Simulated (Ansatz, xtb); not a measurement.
## Ranking isomers of CH10N2Si2

3 gas-phase structures of CH10N2Si2, from a drawn sample of its isomers (lower ones may exist). Each was relaxed with GFN2-xTB; where two conformers were screened, the lower at r2SCAN-D4/def2-SVP//GFN2-xTB is listed:

A. `NC[SiH2]N[SiH3]`, a singlet
B. `CN([SiH3])[SiH2]N`, a singlet
C. `C[SiH2]N[SiH2]N`, a singlet

Problem. Estimate their order in r2SCAN-D4/def2-SVP//GFN2-xTB energy at these geometries, lowest first.

Solution. Calculated order at r2SCAN-D4/def2-SVP//GFN2-xTB: C (0.0), B (17.6), A (33.3) kcal/mol.

Energies above the lowest of each column, in kcal/mol; the last columns are at r2SCAN-D4/def2-SVP geometries and were run for some of them only (a dash: not run or not comparable):

```tsv
structure	GFN2-xTB	HF/STO-3G	r2SCAN-D4/def2-SVP//GFN2-xTB	r2SCAN-D4/def2-SVP	CCSD(T)/def2-SVP + ΔMP2/def2-TZVPP
C	2.2	0.0	0.0	0.0	0.0
B	0.0	14.1	17.6	18.0	19.7
A	23.7	26.4	33.3	–	–
```

CCSD(T)/def2-SVP + ΔMP2/def2-TZVPP puts C lowest of those it was run on; GFN2-xTB picks B. Some further structures that were screened fall inside this span and aren't listed. Flexible structures stand in one conformer each, not always the lowest. Frequencies (GFN2-xTB) were run for B, C alone. The ΔMP2 step shifts differences by up to 4.2 kcal/mol, which makes them less sure. ΔMP2 is the change of the MP2 energy from the smaller to the larger basis.

Programs: Ansatz 0.2.0, xtb 6.7.1.
